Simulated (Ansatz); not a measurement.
Steps of a relaxation of `[F][Ge@H]1[NH][C@@H]1S` with RKS PBE-D4/def2-SVP.

```sh
$ ansatz run in.yaml --threads 4 --pin off --events-out ev --progress --plain --max-ram 10444MiB
```

```yaml
crystal:
  periodic: [false, false, false]
  atoms:
    - {symbol: F, position_ang: [-0.022600, -0.457800, 2.537800]}
    - {symbol: Ge, position_ang: [-0.329100, 0.482600, 1.037800]}
    - {symbol: N, position_ang: [1.193500, 0.258900, -0.099000]}
    - {symbol: C, position_ang: [0.176200, -0.439300, -0.576000]}
    - {symbol: S, position_ang: [-0.592800, 0.338000, -2.063700]}
    - {symbol: H, position_ang: [-0.617500, 2.022100, 1.102100]}
    - {symbol: H, position_ang: [1.878300, -0.415300, 0.415900]}
    - {symbol: H, position_ang: [0.227500, -1.540800, -0.530200]}
    - {symbol: H, position_ang: [-1.824900, -0.294800, -1.841800]}
basis:
  gaussian: {orbitals: def2-SVP}
hamiltonian: {xc: pbe, dispersion: d4}
relax: {f_tol: 0.03, max_steps: 200}
```

Positions (Å) and forces (eV/Å) along the path, 14 of 14 steps:

```xyz
9
step=1 energy=-72628.0120 eV
F    -0.023   -0.458    2.538    0.146    0.610   -0.438
Ge   -0.329    0.483    1.038   -1.253    0.252    0.965
N     1.194    0.259   -0.099    5.679    0.989    2.667
C     0.176   -0.439   -0.576   -3.522   -2.208   -1.866
S    -0.593    0.338   -2.064   -0.739   -0.777    0.096
H    -0.618    2.022    1.102    0.224   -0.428    0.345
H     1.878   -0.415    0.416   -0.904    1.415   -1.038
H     0.228   -1.541   -0.530   -0.358   -0.267   -0.426
H    -1.825   -0.295   -1.842    0.727    0.414   -0.305
9
step=2 energy=-72628.4509 eV
F     0.110   -0.328    2.596   -0.263    0.291   -0.584
Ge   -0.406    0.452    1.056   -0.191    0.119    1.183
N     1.189    0.257   -0.042    1.686    0.210    0.447
C     0.127   -0.456   -0.580   -0.767   -0.823   -0.998
S    -0.564    0.296   -2.118   -0.229   -0.307    0.334
H    -0.594    1.981    1.227    0.024   -0.095    0.118
H     1.878   -0.389    0.416   -0.428    0.498   -0.309
H     0.149   -1.565   -0.594   -0.169   -0.003   -0.054
H    -1.802   -0.295   -1.977    0.338    0.111   -0.137
9
step=3 energy=-72628.5270 eV
F     0.056   -0.355    2.594   -0.166    0.282   -0.504
Ge   -0.393    0.488    1.071    0.183   -0.170    0.667
N     1.210    0.277   -0.057    0.049    0.277   -0.024
C     0.115   -0.452   -0.583   -0.390   -0.180   -0.448
S    -0.575    0.269   -2.127    0.084   -0.120    0.203
H    -0.534    2.008    1.328    0.013   -0.061    0.040
H     1.897   -0.347    0.384    0.095   -0.101    0.024
H     0.095   -1.564   -0.583   -0.009    0.074    0.066
H    -1.783   -0.370   -2.044    0.141   -0.001   -0.023
9
step=4 energy=-72628.5544 eV
F     0.079   -0.371    2.600   -0.118    0.085   -0.224
Ge   -0.378    0.509    1.120    0.273    0.009    0.037
N     1.181    0.302   -0.071   -0.118    0.152    0.194
C     0.062   -0.420   -0.576   -0.159   -0.049   -0.474
S    -0.542    0.232   -2.182   -0.029   -0.130    0.452
H    -0.492    2.017    1.439   -0.001   -0.024    0.029
H     1.883   -0.334    0.329    0.112   -0.068    0.025
H     0.018   -1.529   -0.535    0.004    0.031    0.057
H    -1.724   -0.452   -2.141    0.035   -0.006   -0.096
9
step=5 energy=-72628.5776 eV
F     0.038   -0.406    2.577   -0.024   -0.024    0.014
Ge   -0.353    0.544    1.136    0.261    0.058   -0.233
N     1.175    0.324   -0.078   -0.150   -0.044    0.287
C     0.037   -0.396   -0.573   -0.168    0.038   -0.249
S    -0.559    0.227   -2.178   -0.085   -0.145    0.228
H    -0.428    2.039    1.524   -0.019   -0.036   -0.003
H     1.890   -0.321    0.295    0.014    0.046   -0.066
H    -0.025   -1.503   -0.501    0.030    0.033    0.034
H    -1.686   -0.555   -2.219    0.140    0.074   -0.012
9
step=6 energy=-72628.5910 eV
F     0.011   -0.431    2.567   -0.011   -0.025    0.072
Ge   -0.321    0.574    1.150    0.268    0.017   -0.301
N     1.167    0.336   -0.080   -0.106   -0.129    0.334
C     0.009   -0.374   -0.570   -0.143    0.021    0.018
S    -0.568    0.225   -2.171   -0.222   -0.168   -0.055
H    -0.398    2.056    1.589   -0.020   -0.056   -0.018
H     1.896   -0.319    0.249   -0.020    0.122   -0.095
H    -0.068   -1.479   -0.474    0.034    0.041    0.017
H    -1.639   -0.635   -2.276    0.220    0.176    0.028
9
step=7 energy=-72628.6055 eV
F    -0.019   -0.450    2.569   -0.018    0.029    0.036
Ge   -0.272    0.600    1.166    0.159   -0.042   -0.238
N     1.157    0.343   -0.075    0.059   -0.260    0.278
C    -0.023   -0.356   -0.565   -0.136    0.028    0.265
S    -0.574    0.219   -2.173   -0.299   -0.192   -0.237
H    -0.384    2.068    1.647   -0.017   -0.087   -0.034
H     1.911   -0.314    0.192   -0.059    0.209   -0.131
H    -0.111   -1.458   -0.445    0.036    0.065   -0.012
H    -1.595   -0.698   -2.332    0.276    0.251    0.074
9
step=8 energy=-72628.6132 eV
F    -0.056   -0.437    2.616   -0.073    0.081    0.044
Ge   -0.176    0.632    1.211    0.057   -0.264   -0.129
N     1.138    0.295   -0.053   -0.068    0.070    0.137
C    -0.124   -0.329   -0.511    0.717   -0.095    0.060
S    -0.550    0.212   -2.177   -0.233   -0.008   -0.094
H    -0.437    2.067    1.708    0.051   -0.004   -0.032
H     1.973   -0.310    0.008   -0.188    0.132   -0.014
H    -0.179   -1.433   -0.407   -0.264    0.025    0.037
H    -1.499   -0.744   -2.411    0.002    0.061   -0.009
9
step=9 energy=-72628.6381 eV
F    -0.064   -0.427    2.618   -0.034    0.019   -0.008
Ge   -0.207    0.597    1.182   -0.075   -0.007    0.027
N     1.159    0.313   -0.046    0.239   -0.340   -0.045
C    -0.053   -0.357   -0.540   -0.002    0.160    0.072
S    -0.578    0.225   -2.184    0.028   -0.105    0.127
H    -0.428    2.051    1.650   -0.002   -0.032   -0.029
H     1.986   -0.295    0.094   -0.236    0.224   -0.123
H    -0.153   -1.458   -0.424    0.023    0.038   -0.062
H    -1.574   -0.695   -2.366    0.059    0.044    0.042
9
step=10 energy=-72628.6406 eV
F    -0.155   -0.432    2.645    0.041    0.018    0.098
Ge   -0.196    0.579    1.200   -0.093    0.222   -0.162
N     1.163    0.286   -0.027    0.275   -0.052    0.092
C    -0.038   -0.373   -0.519   -0.150   -0.008   -0.083
S    -0.568    0.224   -2.155   -0.008    0.024   -0.025
H    -0.437    2.067    1.597    0.047   -0.305   -0.005
H     2.034   -0.262    0.008   -0.103    0.099   -0.002
H    -0.116   -1.478   -0.450   -0.040    0.008    0.069
H    -1.599   -0.657   -2.317    0.032   -0.006    0.018
9
step=11 energy=-72628.6489 eV
F    -0.120   -0.411    2.655   -0.005   -0.003   -0.014
Ge   -0.201    0.582    1.193    0.037    0.068    0.004
N     1.162    0.287   -0.033   -0.004   -0.059    0.053
C    -0.052   -0.363   -0.527    0.060    0.012    0.004
S    -0.564    0.229   -2.166   -0.039   -0.023    0.003
H    -0.440    2.045    1.629    0.015   -0.067   -0.028
H     2.025   -0.271    0.010   -0.069    0.050   -0.007
H    -0.153   -1.465   -0.438   -0.005    0.008    0.003
H    -1.569   -0.679   -2.340    0.010    0.013   -0.017
9
step=12 energy=-72628.6493 eV
F    -0.124   -0.414    2.654    0.001    0.006   -0.011
Ge   -0.192    0.585    1.195   -0.090    0.027    0.087
N     1.159    0.287   -0.027    0.033   -0.046   -0.068
C    -0.056   -0.360   -0.525    0.024   -0.001    0.017
S    -0.569    0.229   -2.164   -0.002    0.015   -0.018
H    -0.433    2.043    1.630    0.006   -0.005   -0.003
H     2.023   -0.265    0.005    0.025    0.005   -0.011
H    -0.158   -1.462   -0.433   -0.002    0.004   -0.001
H    -1.562   -0.687   -2.352    0.006   -0.005    0.008
9
step=13 energy=-72628.6494 eV
F    -0.134   -0.413    2.660    0.001   -0.004   -0.004
Ge   -0.201    0.581    1.199    0.033    0.024    0.000
N     1.155    0.282   -0.026   -0.048    0.024    0.035
C    -0.057   -0.362   -0.525    0.061   -0.092    0.010
S    -0.574    0.234   -2.162   -0.004   -0.015    0.004
H    -0.415    2.045    1.631   -0.018   -0.005    0.002
H     2.032   -0.251   -0.003   -0.017   -0.029   -0.027
H    -0.162   -1.468   -0.436   -0.009    0.095   -0.015
H    -1.555   -0.694   -2.355    0.001    0.001   -0.005
9
step=14 energy=-72628.6500 eV
F    -0.130   -0.413    2.658    0.002    0.001   -0.001
Ge   -0.196    0.584    1.199    0.001    0.003   -0.002
N     1.157    0.282   -0.026   -0.010    0.003    0.016
C    -0.056   -0.360   -0.524    0.010   -0.026    0.007
S    -0.572    0.233   -2.162   -0.004   -0.001   -0.006
H    -0.426    2.044    1.632    0.002    0.000    0.001
H     2.029   -0.259   -0.006   -0.002   -0.003   -0.008
H    -0.165   -1.463   -0.434   -0.001    0.023   -0.006
H    -1.554   -0.694   -2.355    0.002   -0.001   -0.002
```

It took 21 s on 4 threads of an Arm Neoverse V1 on a shared host, with 0.18 GiB of host memory at the peak.
